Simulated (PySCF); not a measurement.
dimethyl selenide (C2H6Se), singlet, geometry from GFN2-xTB; M06/def2-SVP (PySCF).

The PySCF input:
```python
from pyscf import gto, scf, dft

mol = gto.Mole()
mol.atom = '''
C 
Se 1 1.952575
C  2 1.952575 1 96.871555
H  1 1.087479 2 109.216621 3 60.528460
H  1 1.086141 4 110.049982 2 -117.981804
H  1 1.087479 5 110.049981 4 122.120569
H  3 1.087480 2 109.216621 1 -60.528459
H  3 1.086141 7 110.049982 2 117.981804
H  3 1.087480 8 110.049981 7 -122.120569
'''
mol.basis = 'def2-svp'
mol.verbose = 4
mol.build()

mf = dft.RKS(mol)
mf.xc = 'm06'
mf.kernel()
```

What the program printed (banner, timings and long lists left out):

```
PySCF version 2.14.0

[INPUT] verbose = 4
[INPUT] num. atoms = 9
[INPUT] num. electrons = 52
[INPUT] charge = 0
[INPUT] spin (= nelec alpha-beta = 2S) = 0
[INPUT] symmetry False subgroup None
[INPUT] Mole.unit = angstrom
[INPUT] Symbol           X                Y                Z      unit          X                Y                Z       unit  Magmom
[INPUT]  1 C      0.000000000000   0.000000000000   0.000000000000 AA    0.000000000000   0.000000000000   0.000000000000 Bohr   0.0
[INPUT]  2 Se     1.952575000000   0.000000000000   0.000000000000 AA    3.689831987673   0.000000000000   0.000000000000 Bohr   0.0
[INPUT]  3 C      2.186188806810   0.000000000000   1.938549385467 AA    4.131298101461   0.000000000000   3.663327417476 Bohr   0.0
[INPUT]  4 H     -0.357933477659   0.894006864051   0.505218693283 AA   -0.676396243588   1.689428126537   0.954724963316 Bohr   0.0
[INPUT]  5 H     -0.329485580936  -0.000000019841  -1.034959672565 AA   -0.622637509962  -0.000000037493  -1.955790331118 Bohr   0.0
[INPUT]  6 H     -0.357933467862  -0.894006860939   0.505218705730 AA   -0.676396225075  -1.689428120657   0.954724986837 Bohr   0.0
[INPUT]  7 H      1.727423310451   0.894007677324   2.354358527546 AA    3.264356957942   1.689429663401   4.449092816095 Bohr   0.0
[INPUT]  8 H      3.253135181769  -0.000000001777   2.141841551678 AA    6.147534539731  -0.000000003358   4.047493934885 Bohr   0.0
[INPUT]  9 H      1.727423327904  -0.894007691848   2.354358515575 AA    3.264356990924  -1.689429690847   4.449092793474 Bohr   0.0

nuclear repulsion = 186.343268937023
number of shells = 42
number of NR pGTOs = 164
number of NR cGTOs = 90
basis = def2-svp
ecp = {}

******** <class 'pyscf.dft.rks.RKS'> ********
method = RKS
initial guess = minao
damping factor = 0
level_shift factor = 0
DIIS = <class 'pyscf.scf.diis.CDIIS'>
diis_start_cycle = 1
diis_space = 8
diis_damp = 0
SCF conv_tol = 1e-09
SCF conv_tol_grad = None
SCF max_cycles = 50
direct_scf = True
direct_scf_tol = 1e-13
XC library pyscf.dft.libxc version 7.1.2
    S. Lehtola, C. Steigemann, M. J. T. Oliveira, and M. A. L. Marques,  SoftwareX 7, 1–5 (2018)
XC functionals = m06
    Y. Zhao and D. G. Truhlar,  Theor. Chem. Acc. 120, 215 (2008)
    Y. Zhao and D. G. Truhlar,  Theor. Chem. Acc. 120, 215 (2008)
radial grids:
    Treutler-Ahlrichs [JCP 102, 346 (1995); DOI:10.1063/1.469408] (M4) radial grids

becke partition: Becke, JCP 88, 2547 (1988); DOI:10.1063/1.454033
pruning grids: <function nwchem_prune>
grids dens level: 3
symmetrized grids: False
atomic radii adjust function: <function treutler_atomic_radii_adjust>
small_rho_cutoff = 0
Set gradient conv threshold to 3.16228e-05
Initial guess from minao.
tot grids = 107512
init E= -2479.97341944822
  HOMO = -0.247030497716719  LUMO = -0.0412358738122287  gap/eV = 5.59996
cycle= 1 E= -2480.84308464988  delta_E= -0.87  |g|= 0.281  |ddm|= 2.87
  HOMO = -0.194371852644239  LUMO = 0.0573029705220987  gap/eV = 6.84842
cycle= 2 E= -2480.8435170944  delta_E= -0.000432  |g|= 0.277  |ddm|= 0.603
  HOMO = -0.213510956055037  LUMO = 0.0342302219368271  gap/eV = 6.74138
cycle= 3 E= -2480.86305557155  delta_E= -0.0195  |g|= 0.0473  |ddm|= 0.275
  HOMO = -0.220396738171319  LUMO = 0.0308793080646064  gap/eV = 6.83757
cycle= 4 E= -2480.86371132573  delta_E= -0.000656  |g|= 0.00974  |ddm|= 0.0755
  HOMO = -0.218405280771196  LUMO = 0.0325016137229963  gap/eV = 6.82752
cycle= 5 E= -2480.8637395771  delta_E= -2.83e-05  |g|= 0.00368  |ddm|= 0.0194
  HOMO = -0.218828061011071  LUMO = 0.0322709323923385  gap/eV = 6.83275
cycle= 6 E= -2480.86374128085  delta_E= -1.7e-06  |g|= 0.000439  |ddm|= 0.00348
  HOMO = -0.218783931768051  LUMO = 0.0322993843176125  gap/eV = 6.83233
cycle= 7 E= -2480.86374132138  delta_E= -4.05e-08  |g|= 7.31e-05  |ddm|= 0.000512
  HOMO = -0.21878468886975  LUMO = 0.0323004195173739  gap/eV = 6.83237
cycle= 8 E= -2480.86374132273  delta_E= -1.36e-09  |g|= 6.86e-06  |ddm|= 9.11e-05
  HOMO = -0.218784350633049  LUMO = 0.0323007234737864  gap/eV = 6.83237
cycle= 9 E= -2480.86374132277  delta_E= -3.87e-11  |g|= 4.09e-06  |ddm|= 1.3e-05
  HOMO = -0.218785003775856  LUMO = 0.0323003562082644  gap/eV = 6.83238
Extra cycle  E= -2480.86374132275  delta_E= 2.41e-11  |g|= 5.44e-06  |ddm|= 9.45e-06
converged SCF energy = -2480.86374132275
```
